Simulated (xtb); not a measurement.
BH3O2S, SMILES OB(S)O. All values are semi-empirical tight-binding results from xtb (GFN2-xTB unless named), good for trends rather than for accurate numbers. Geometry: GFN2-xTB. Other conformers were not sampled.

Question: Estimate the properties. (The exact figures need the calculation; the answer reports its results.)

Answer: 
The point group as xtb finds it is Cs. The orbital gap comes out as 5.64 eV and the zero-point energy is 25.4 kcal/mol. The G − E(el) at 298.15 K (modified RRHO) is 7.9 kcal/mol. The static polarisability (D4 model) is 45.3 bohr³. The solvation energy, GFN2-xTB/ALPB(water) is -9.7 kcal/mol. The solvation energy, GFN2-xTB/ALPB(chcl3) is -6.0 kcal/mol.
